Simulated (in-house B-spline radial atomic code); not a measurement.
RPA and G0W0 for Mg, [Ne] 3s2, as one setting changes: the share of exact exchange in the PBE hybrid start. A dash marks a level of low quasi-particle weight. Computed with a B-spline radial code for spherical atoms: all electrons, non-relativistic, point nucleus, each spin shell either full or empty, empty states to l = 9 with an (l + 1/2)⁻⁴ tail; G0W0 by contour deformation at full frequency.

```tsv
share of exact exchange in the PBE hybrid start	mean-field level (eV)	G0W0 level (eV)	RPA correlation (Eh)
0	-4.699	-	-0.69348
0.1	-4.990	-	-0.68045
0.2	-5.281	3s -7.651	-0.66837
0.3	-5.570	3s -7.685	-0.6571
0.4	?	?	?
0.5	-6.146	3s -7.716	-0.63651
0.6	-6.432	3s -7.721	-0.62702
0.7	-6.718	3s -7.721	-0.61798
0.8	-7.002	3s -7.718	-0.60936
0.9	?	?	?
1	-7.568	3s -7.707	-0.5932
```

(1) What belongs in the row for 0.4?

(2) What belongs in the row for 0.9?

## Answers

(1) mean-field level (eV): -5.859; G0W0 level (eV): 3s -7.705; RPA correlation (Eh): -0.64651.

(2) mean-field level (eV): -7.286; G0W0 level (eV): 3s -7.713; RPA correlation (Eh): -0.60111.
